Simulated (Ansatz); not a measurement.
H$_{2}$InS$_{2}$, SMILES `[SH][In][SH]` radical, 5 atoms. The species carries charge 0 and has multiplicity 2. Correlated methods include outer-core shells of In, which these sets cover unevenly. In takes the def2 core potential. Hardware: A = 2 threads of a server CPU on a shared host; B = 2 threads of an AMD EPYC 7R13 on a shared host and a share of an NVIDIA H100 80 GB. Correlated methods freeze the cores. Open-shell runs search over several starts.

(1) How many basis functions does each run have, and how long does it take in Ansatz? UHF-CCSD(T)/def2-TZVPP energy [B]; UKS ωB97M-V/def2-TZVPP energy and forces [A]; direct RPA on PBE orbitals/def2-TZVPP energy [A]; UHF-CCSD(T)/def2-QZVPP energy [B]; UKS PBE0-D4/def2-TZVP relaxation (20 steps) [A]; UKS PBE0-D4/def2-TZVPP energy [A]; UHF-CCSD(T)/def2-SVP energy [A]; UKS ωB97M-V/def2-QZVPP energy [A]; UKS PBE0-D4/def2-SVP energy [A]; UKS PBE0-D4/def2-TZVP frequencies [A]; UKS r2SCAN0-D4/def2-TZVPP energy [A]; UKS CAM-B3LYP-D4/def2-TZVPP energy [A]. (An estimate is asked.)

Answers

(1) The calculation gave: Other jobs shared the machine, so times are rough.

```json
{"level": "UKS PBE0-D4/def2-SVP", "job": "energy [A]", "functions": "72", "wall time": "2.9 s", "peak host memory (GiB)": "0.22"}
{"level": "UKS PBE0-D4/def2-TZVPP", "job": "energy [A]", "functions": "162", "wall time": "5.5 s", "peak host memory (GiB)": "0.54"}
{"level": "UKS CAM-B3LYP-D4/def2-TZVPP", "job": "energy [A]", "functions": "162", "wall time": "6 s", "peak host memory (GiB)": "0.61"}
{"level": "UHF-CCSD(T)/def2-SVP", "job": "energy [A]", "functions": "72", "wall time": "6.5 s", "peak host memory (GiB)": "0.35"}
{"level": "UKS r2SCAN0-D4/def2-TZVPP", "job": "energy [A]", "functions": "162", "wall time": "9.5 s", "peak host memory (GiB)": "0.59"}
{"level": "direct RPA on PBE orbitals/def2-TZVPP", "job": "energy [A]", "functions": "162", "wall time": "12 s", "peak host memory (GiB)": "0.47"}
{"level": "UHF-CCSD(T)/def2-TZVPP", "job": "energy [B]", "functions": "162", "wall time": "15 s", "peak host memory (GiB)": "0.81"}
{"level": "UHF-CCSD(T)/def2-QZVPP", "job": "energy [B]", "functions": "282", "wall time": "18 s", "peak host memory (GiB)": "0.86"}
{"level": "UKS ωB97M-V/def2-TZVPP", "job": "energy and forces [A]", "functions": "162", "wall time": "18 s", "peak host memory (GiB)": "0.74"}
{"level": "UKS ωB97M-V/def2-QZVPP", "job": "energy [A]", "functions": "282", "wall time": "31 s", "peak host memory (GiB)": "1.3"}
{"level": "UKS PBE0-D4/def2-TZVP", "job": "relaxation (20 steps) [A]", "functions": "136", "wall time": "100 s", "peak host memory (GiB)": "0.48"}
{"level": "UKS PBE0-D4/def2-TZVP", "job": "frequencies [A]", "functions": "136", "wall time": "120 s", "peak host memory (GiB)": "0.48"}
```
